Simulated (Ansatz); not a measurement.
A geometry optimisation of C5H3NOS with PBE-D3(BJ)/def2-SVP

The starting geometry of this gas-phase singlet was optimised with GFN2-xTB; its bonds are those of `C#Cc1cc(O)sn1`.

```yaml
atoms:
  - { symbol: C, position_ang: [-1.4109, 3.9818, 0.3931] }
  - { symbol: C, position_ang: [-0.5052, 3.2340, 0.1451] }
  - { symbol: C, position_ang: [0.5293, 2.3265, -0.1663] }
  - { symbol: C, position_ang: [0.3764, 1.2482, -1.0780] }
  - { symbol: C, position_ang: [1.5480, 0.5538, -1.1662] }
  - { symbol: N, position_ang: [1.7144, 2.4411, 0.3893] }
  - { symbol: O, position_ang: [1.8643, -0.5299, -1.8979] }
  - { symbol: S, position_ang: [2.7341, 1.2794, -0.1279] }
  - { symbol: H, position_ang: [-2.1929, 4.6458, 0.6124] }
  - { symbol: H, position_ang: [-0.5309, 1.0263, -1.6096] }
  - { symbol: H, position_ang: [1.1057, -0.8164, -2.4213] }
```

**Question.** Predict what it relaxes into with PBE-D3(BJ)/def2-SVP.

**Answer.** It keeps its bonds, and is `C#Cc1cc(O)sn1`.

The energy falls by 0.15 eV over 8 steps:

| step | E − E(last) (eV) |
| --- | --- |
| 1 | 0.152 |
| 2 | 0.022 |
| 3 | 0.003 |
| 4 | 0.000 |
| 5 | 0.000 |
| 6 | 0.000 |
| 7 | 0.000 |
| 8 | 0.000 |

Final geometry (Å):

```yaml
atoms:
  - { symbol: C, position_ang: [-1.4362, 4.0128, 0.4031] }
  - { symbol: C, position_ang: [-0.5155, 3.2444, 0.1549] }
  - { symbol: C, position_ang: [0.5352, 2.3263, -0.1608] }
  - { symbol: C, position_ang: [0.3793, 1.2353, -1.0846] }
  - { symbol: C, position_ang: [1.5642, 0.5254, -1.1833] }
  - { symbol: N, position_ang: [1.7351, 2.4676, 0.4197] }
  - { symbol: O, position_ang: [1.8892, -0.5571, -1.9126] }
  - { symbol: S, position_ang: [2.7578, 1.2606, -0.1355] }
  - { symbol: H, position_ang: [-2.2394, 4.6990, 0.6324] }
  - { symbol: H, position_ang: [-0.5466, 1.0061, -1.6276] }
  - { symbol: H, position_ang: [1.1092, -0.8299, -2.4329] }
```

No frequencies were run, so the end isn't proven a minimum. Run with Ansatz 0.2.0, 36 s on 2 threads of Intel(R) Xeon(R) Processor @ 2.50GHz (Skylake/Cascade Lake), on a shared host.
